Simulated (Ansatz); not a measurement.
Start from `CO[SiH](N)[SiH3]` and change one atom or group to get `N[SiH]([SiH3])Br`.

Ansatz, PBE0-D4/def2-TZVP geometries, multiplicity 1. Each molecule was computed in one conformer, which needn't be the lowest.

Scalar relativity is left out up to krypton.

```tsv
property	`CO[SiH](N)[SiH3]`
HOMO–LUMO gap (PBE/def2-TZVPP) / eV	5.50
HOMO energy (B3LYP/def2-TZVPP) / eV	-7.37
size of the dipole moment (ωB97M-V/def2-TZVPP) / D	2.04
LUMO energy (ωB97M-V/def2-TZVPP) / eV	1.74
LUMO energy (PBE0/def2-TZVPP) / eV	0.08
LUMO energy (PBE/def2-TZVPP) / eV	-0.75
```

Q: Give the same properties after the change, and the shifts. (Best estimate.)

A: Ansatz gave: 
| property | `N[SiH]([SiH3])Br` | shift |
| --- | --- | --- |
| HOMO–LUMO gap (PBE/def2-TZVPP) / eV | 5.38 | -0.12 |
| HOMO energy (B3LYP/def2-TZVPP) / eV | -7.52 | -0.15 |
| size of the dipole moment (ωB97M-V/def2-TZVPP) / D | 2.09 | 0.05 |
| LUMO energy (ωB97M-V/def2-TZVPP) / eV | 1.38 | -0.36 |
| LUMO energy (PBE0/def2-TZVPP) / eV | -0.29 | -0.37 |
| LUMO energy (PBE/def2-TZVPP) / eV | -1.12 | -0.37 |

With PBE0 the HOMO falls by 0.16 eV and the LUMO falls by 0.37 eV, so the gap narrows by about 0.21 eV. PBE moves the HOMO by -0.25 eV and ωB97M-V by -0.13 eV. Dipoles are sizes alone; their direction can turn.

B3LYP here is the variant with VWN-RPA as its local correlation; programs differ in this.

Spin–orbit coupling is left out; it splits and shifts lone-pair levels of the heavy atoms by tenths of an eV.
